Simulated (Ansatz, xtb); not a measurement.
**Relative energy of two structures of H4Si2Sn**

We compare X, a singlet given by its coordinates, with Y, `[SiH2]1[SiH2][Sn]1`, a singlet. Both are isolated molecules in the gas phase, relaxed with PBE0-D3(BJ)/def2-SVP.

X (Å):

```xyz
7

Si   -0.7414   -0.3828    1.1896
Si   -1.5324   -2.3925    0.3221
Sn   -3.9427   -2.7064    0.4992
H    -0.0751    0.4671    0.1530
H     0.2211   -0.5840    2.3182
H    -1.9289    0.3653    1.7152
H    -0.4986   -3.3046   -0.2621
```

Close contacts (Å): Si1–Si2 2.33, Si2–Sn3 2.44, Si1–H4 1.50, Si1–H5 1.50, Si1–H6 1.50, Si2–H7 1.50.

Y (Å):

```xyz
7

Si   -1.5460   -0.7885    1.8546
Si   -0.7195   -1.7759   -0.0421
Sn   -2.6918    0.0061   -0.4440
H    -2.5553   -1.6496    2.5509
H    -0.7325    0.0206    2.8099
H     0.5407   -1.1210   -0.5200
H    -0.7330   -3.2452   -0.3064
```

Quicker runs give these differences E(Y) − E(X): GFN2-xTB +0.328 eV; HF/STO-3G −0.842 eV (at GFN2-xTB geometries); r2SCAN-D4/def2-SVP −0.213 eV (at GFN2-xTB geometries).

Q: Which of the two would you expect CCSD(T)/def2-TZVP electronic energies to favour?

A: Structure Y; the calculation gives E(Y) − E(X) = −0.054 eV.

The same difference at several levels:

```
               level              geometry  E(Y) − E(X) (eV)  departure from the last row (eV)  job, with rough time for the two
            GFN2-xTB              GFN2-xTB              +0.328                            +0.382              optimisation, 0.18 s
           HF/STO-3G              GFN2-xTB              −0.842                            −0.787               single point, 2.4 s
  r2SCAN-D4/def2-SVP              GFN2-xTB              −0.213                            −0.158               single point, 9.3 s
PBE0-D3(BJ)/def2-SVP  PBE0-D3(BJ)/def2-SVP              −0.224                            −0.170             optimisation, 3.4 min
        HF/def2-TZVP  PBE0-D3(BJ)/def2-SVP              −0.049                            +0.006           part of the CCSD(T) run
       MP2/def2-TZVP  PBE0-D3(BJ)/def2-SVP              −0.101                            −0.047           part of the CCSD(T) run
   CCSD(T)/def2-TZVP  PBE0-D3(BJ)/def2-SVP              −0.054                                               single point, 3.1 min
```

GFN2-xTB puts the two in the other order. The largest departure from CCSD(T)/def2-TZVP is that of HF/STO-3G, 0.787 eV.

With harmonic frequencies from PBE0-D3(BJ)/def2-SVP (ideal gas, rigid rotor, one conformer each, 298.15 K, 1 atm): on the last row, ΔE + ΔZPE = −0.078 eV. A mode under 50 cm⁻¹ makes harmonic enthalpies and free energies unreliable, so none is given.

The correlated steps freeze 14 core orbitals; the filled d shell of Sn is correlated, in a basis made for valence electrons. Atoms past krypton carry core potentials in the def2 sets, other sets are all-electron and non-relativistic, and no spin–orbit term is included. Run with Ansatz 0.2.0, xtb 6.7.1; the last row on 1 thread of Arm Neoverse N1 on a shared host.
